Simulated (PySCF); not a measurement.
**Scalar relativity in Mg⁺ (magnesium, charge +1)**

[Ne] 3s1, 2S determinant; UHF calculated with PySCF 2.14 in dyall-acv3z (20s13p7d4f, 122 functions), once non-relativistic with a point nucleus and once with spin-free X2C-1e and a Gaussian nucleus.

| shell | ε non-rel. (eV) | ε X2C (eV) | rms r non-rel. (bohr, spins averaged) | rms r X2C (bohr, spins averaged) | change of radius (%) |
| --- | --- | --- | --- | --- | --- |
| 1s α | -1343.2 | -1345.5 | 0.1515 | 0.1511 | -0.29 |
| 1s β | -1342.9 | -1345.3 | 0.1515 | 0.1511 | -0.29 |
| 2s α | -111.41 | -111.75 | 0.7557 | 0.7540 | -0.23 |
| 2s β | -110.94 | -111.27 | 0.7557 | 0.7540 | -0.23 |
| 2p α | -70.914 | -70.880 | 0.7711 | 0.7708 | -0.04 |
| 2p β | -70.743 | -70.709 | 0.7711 | 0.7708 | -0.04 |
| 3s α | -14.738 | -14.760 | 3.041 | 3.037 | -0.15 |

The total energy goes from -199.3717 to -199.6786 hartree.

Ionisation energy, Mg⁺ [Ne] 3s1 (2S) → Mg²⁺ [Ne] (1S) (eV):

```json
{"method": "UHF", "non-relativistic": "14.724", "spin-free X2C": "14.745", "shift": "0.022"}
{"method": "LDA", "non-relativistic": "15.352", "spin-free X2C": "15.376", "shift": "0.024"}
{"method": "PBE", "non-relativistic": "15.337", "spin-free X2C": "15.360", "shift": "0.024"}
{"method": "PBE0", "non-relativistic": "15.232", "spin-free X2C": "15.255", "shift": "0.023"}
{"method": "r2SCAN", "non-relativistic": "15.020", "spin-free X2C": "15.043", "shift": "0.023"}
{"method": "MP2 (valence and next inner shell)", "non-relativistic": "14.983", "spin-free X2C": "15.006", "shift": "0.023"}
{"method": "SCS-MP2 (valence and next inner shell)", "non-relativistic": "14.929", "spin-free X2C": "14.952", "shift": "0.023"}
```

Relativity contracts and stabilises s shells directly. The contracted s shells screen the nucleus better, so for spin-averaged p shells the direct and indirect effects partly cancel.
